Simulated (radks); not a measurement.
Problem. The mean radii <r> (bohr) of the occupied orbitals of an atom or ion are listed with their occupations. Calculated with a radial shooting solver on a logarithmic mesh with Libxc functionals: scalar-relativistic Kohn-Sham, r2SCAN, spin-polarised, spherical densities, finite nucleus; meta-GGA in the generalised Kohn-Sham scheme; Fermi nuclear charge, rms radius of each element as measured or else 0.836 A^(1/3) + 0.57 fm.

orbital  occ.      <r>
1s up       1  0.04149
1s down     1  0.04149
2s up       1   0.1833
2s down     1   0.1832
2p up       3   0.1601
2p down     3   0.1600
3s up       1   0.5235
3s down     1   0.5243
3p up       3   0.5317
3p down     3   0.5325
3d up       5   0.5351
3d down     4   0.5357
4s up       1    1.362
4s down     1    1.363
4p up       2    1.486

Name the element and its charge. Open shells, if any, are filled with parallel spins first.

Solution. Z = 36, krypton, charge +5: Kr5+ in [Ar] 3d9 4s2 4p2. The 1s radius gives Z: for a bare nucleus <r> = (2 gamma + 1)/(2Z) with gamma = sqrt(1 - (Z/c)^2), 0.04069 bohr for Z = 36, and screening makes it slightly larger (0.04149 here). The occupations add up to 31, and the charge is Z minus that.
